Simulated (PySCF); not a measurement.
The same groups moved round the core (quinoline silyl+boryl). Isolated molecules, 0 K electronic values unless said otherwise. One relaxed conformer stands for each flexible species; it need not be the lowest. Strings in code marks are SMILES.

The four lowest singlet excitations (Tamm–Dancoff). All values below come from PySCF with PBE-D3(BJ)/def2-TZVP // PBE-D3(BJ)/def2-SVP. Excitations are Tamm–Dancoff values on a coarser integration grid. The basis has no diffuse functions, so Rydberg states are missing or too high.

```json
[
 {"state": "S1", "energy (eV)": "2.72", "wavelength (nm)": "456", "oscillator strength": "0.000"},
 {"state": "S2", "energy (eV)": "3.81", "wavelength (nm)": "325", "oscillator strength": "0.061"},
 {"state": "S3", "energy (eV)": "3.89", "wavelength (nm)": "319", "oscillator strength": "0.111"},
 {"state": "S4", "energy (eV)": "3.91", "wavelength (nm)": "317", "oscillator strength": "0.000"}
]
```

Task: Name which member gives these states.
(A) `Bc1cc([SiH3])cc2cccnc12`
(B) `Bc1cc2cccnc2cc1[SiH3]`
(C) `Bc1c([SiH3])ccc2ncccc12`
(D) `Bc1cc([SiH3])c2ccccc2n1`

Result: A, `Bc1cc([SiH3])cc2cccnc12`
